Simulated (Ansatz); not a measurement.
Calculation: frozen-core CCSD(T)/def2-TZVPP // PBE0-D4/def2-TZVP run with Ansatz (a quantum-chemistry and plane-wave program).

Ansatz 0.2 input:
```yaml
crystal:
  periodic: [false, false, false]
  atoms:
    - { symbol: C, position_ang: [2.376802, -0.762473, 0.404233] }
    - { symbol: N, position_ang: [1.336128, -0.267574, 0.192441] }
    - { symbol: Si, position_ang: [-0.216423, 0.466958, -0.099953] }
    - { symbol: O, position_ang: [-1.33523, -0.675441, -0.406537] }
    - { symbol: H, position_ang: [-0.513176, 1.251918, 1.117559] }
    - { symbol: H, position_ang: [-0.100323, 1.294015, -1.311854] }
    - { symbol: H, position_ang: [-1.577377, -1.295908, 0.282423] }
basis:
  gaussian: { orbitals: def2-TZVPP }
correlation:
  method: ccsd_t
```

Output:

```
Functional definition: HF
1069 factors; integrals over basis functions are off by at most 1.1e-3 eV
mean field evaluation 1: about -12459.2657 eV, gradient 4.2e1 eV
mean field evaluation 2: about -12459.5013 eV, gradient 4.2e1 eV
mean field evaluation 4: about -12462.8533 eV, gradient 3.8e0 eV
mean field evaluation 8: about -12462.9075 eV, gradient 3.8e-1 eV
mean field evaluation 16: about -12459.2643 eV, gradient 4.2e1 eV
mean field -12462.90786226 eV, -458.0034162755 hartree, gradient 2.7e-6 eV, S^2 0.000000; 0 other end points of the search recorded, 0 dependent functions left out
8 core orbitals not correlated
reference -12462.90786226 eV, -458.0034162755 hartree; 11, 11 occupied and 158, 158 virtual orbitals, 1069 factors
second order -18.45369070 eV of doubles, -0.00000000 eV of singles
cycle   1  -18.44571477 eV  change    8.0e-3 eV  update   1.1e-1
cycle   2  -18.96531445 eV  change   -5.2e-1 eV  update   3.2e-2
cycle   3  -19.09452976 eV  change   -1.3e-1 eV  update   1.6e-2
cycle   4  -19.08065522 eV  change    1.4e-2 eV  update   3.6e-3
cycle   5  -19.08037586 eV  change    2.8e-4 eV  update   1.6e-3
cycle   6  -19.08105976 eV  change   -6.8e-4 eV  update   4.8e-4
cycle   7  -19.08094842 eV  change    1.1e-4 eV  update   1.9e-4
cycle   8  -19.08087791 eV  change    7.1e-5 eV  update   5.5e-5
cycle   9  -19.08088532 eV  change   -7.4e-6 eV  update   2.0e-5
perturbative correction -0.81537244 eV, -0.0299643846 hartree
Total energy: -12482.80412002 eV, -458.7345902621 hartree
```

Cost: very roughly 90 core-seconds.
